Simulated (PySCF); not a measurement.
Radial density of Mg⁺ (magnesium, charge +1)

UHF, [Ne] 3s1, 2S determinant. Calculation: PySCF 2.14, in dyall-av2z (14s10p4d, 64 functions); no relativity, point nucleus.

```
r (bohr)  4πr²ρ (e/bohr)  4πr²(ρα − ρβ)
 0.00184         0.04455         0.0001
 0.00310          0.1226         0.0002
 0.00521          0.3290         0.0006
 0.00877          0.8560         0.0016
  0.0147           2.097         0.0038
  0.0248           4.671         0.0084
  0.0417           8.834         0.0151
  0.0702           12.81         0.0186
   0.118           12.25         0.0082
   0.199           7.906        -0.0015
   0.334           8.894         0.0416
   0.562           10.91         0.0526
   0.945           5.044        -0.0042
    1.59          0.8204         0.2341
    2.67          0.4043         0.3972
    4.50         0.09595         0.0959
    7.56        0.001479         0.0015
```

Task: Where is the radial spin density 4πr²(ρα − ρβ) most negative, and why is it negative at all?

Result: Around r = 0.945 bohr, down to -0.0042 e/bohr: exchange with the open shell polarises the paired shells in an unrestricted calculation.
